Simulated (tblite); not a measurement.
Species: C8H5ClS.
Atom-mapped SMILES: `[Cl:1][c:2]1[cH:3][cH:4][c:5]2[cH:6][cH:7][s:8][c:9]2[cH:10]1` (hydrogens: H11 on C3; H12 on C4; H13 on C6; H14 on C7; H15 on C10)

Computed geometry: GFN2-xTB, gas phase.

Problem. Give the optimised bond lengths and angles.

Solution. 
```tsv
bond	length (bohr)	order
Cl1–C2	3.267	single
C2–C3	2.639	aromatic
C3–C4	2.600	aromatic
C4–C5	2.638	aromatic
C5–C6	2.696	aromatic
C6–C7	2.548	aromatic
C7–S8	3.274	aromatic
S8–C9	3.285	aromatic
C9–C10	2.620	aromatic
C2–C10	2.609	aromatic
C5–C9	2.663	aromatic
C3–H11	2.038	single
C4–H12	2.039	single
C6–H13	2.032	single
C7–H14	2.027	single
C10–H15	2.037	single
```

Orders are formal, as drawn. A selection of angles:
```tsv
angle	degrees
Cl1–C2–C3	119.0
Cl1–C2–C10	119.2
C3–C2–C10	121.8
C2–C3–C4	120.1
C2–C3–H11	119.3
C4–C3–H11	120.6
C3–C4–C5	119.8
C3–C4–H12	120.4
C5–C4–H12	119.7
C4–C5–C6	129.5
C4–C5–C9	118.7
C6–C5–C9	111.7
C5–C6–C7	112.7
C5–C6–H13	123.3
C7–C6–H13	124.0
C6–C7–S8	113.6
C6–C7–H14	128.1
S8–C7–H14	118.3
C7–S8–C9	90.6
S8–C9–C10	126.7
C5–C9–S8	111.4
C5–C9–C10	121.9
C9–C10–H15	121.1
C2–C10–C9	117.6
C2–C10–H15	121.3
```

The 10 heavy atoms lie in one plane (0.000 Å rms). The 8 C–C bonds span 1.349 Å (C6–C7, aromatic) to 1.426 Å (C5–C6, aromatic), a spread of 0.077 Å. The 5-membered ring C5–C6–C7–S8–C9 has internal angles of 90.6° to 113.6°; it is planar, 0.00 Å rms from its mean plane, widest ring torsion 0°. The 6-membered ring C2–C3–C4–C5–C9–C10 has internal angles of 117.6° to 121.9°; it is planar, 0.00 Å rms from its mean plane, widest ring torsion 0°. S8 (thiophene-type sulfur) is bent (angle 90.6°).

Point group: Cs (every atom within 0.08 Å of its image). Its GFN2-xTB frequencies are all real (lowest 105 cm⁻¹).

Time: 0.21 s of wall time. Hardware: Arm Neoverse V1, one thread, no GPU, shared host. These figures are those of the optimisation.
